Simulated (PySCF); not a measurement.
Molecule: SMILES Cc1cc[c]([GeH3])cc1 (C7H10Ge). Atoms near the plane z = 0.8 Å, at the GFN2-xTB optimised geometry (x, y, z in Å): C1 (-1.8, -2.7, 0.0), C2 (-1.1, -1.4, 0.0), C3 (-1.7, -0.2, 0.0), C4 (-1.0, 1.0, 0.0), C5 (0.4, 1.0, 0.0), Ge6 (1.3, 2.7, 0.0), C7 (1.0, -0.2, 0.0), C8 (0.3, -1.4, 0.0), H10 (-2.7, -2.6, 0.6), H11 (-1.2, -3.5, 0.3), H12 (-2.8, -0.2, 0.0), H13 (-1.6, 1.9, 0.0), H15 (1.0, 3.5, 1.2), H16 (2.8, 2.4, 0.0), H17 (2.1, -0.2, 0.0), H18 (0.8, -2.4, 0.0).

Computed with CAM-B3LYP/def2-SVP (PySCF). The values are rescaled to run from 0 to 1.

```
|44444444444444444444444444444|
|44444444444444444444444444444|
|44444444444444444444444444444|
|44444444444444444444444444444|
|44444444444444444444444444444|
|44444444444444433334444444444|
|44444444444444432334444444444|
|44444444444444443334444444444|
|44444444445555544444444444444|
|44444444455555555544444444444|
|44444444455666776555444444444|
|44444444455677897655544444444|
|44444444445677998655544444444|
|44444444444566788765544444444|
|44444444332345677765544444444|
|44444444321234456655544444444|
|44444444431112334555544444444|
|44444444432001123444444444444|
|44444555442101123444444444444|
|44445555554323333444444444444|
|44445556765444444444444444444|
|44445556666554444444444444444|
|44444555555555444444444444444|
|44444555555555444444444444444|
|44444445555555444444444444444|
|44444444455554444444444444444|
|44444444444444444444444444444|
|44444444444444444444444444444|
|44444444444444444444444444444|
```
Scale: ten equal steps from 0.000 (start of '0') to 1.00 (end of '9'), in the order '0123456789'; x runs from -6.00 to 6.00, y from -6.00 (bottom) to 6.00 (top).

### Question
Which quantity is mapped?
(A) electron localisation function
(B) Laplacian of the electron density
(C) deformation density (molecule minus spherical neutral atoms)
(D) an orbital amplitude

### Answer
D, an orbital amplitude. In full: HOMO amplitude (bohr^(-3/2)).
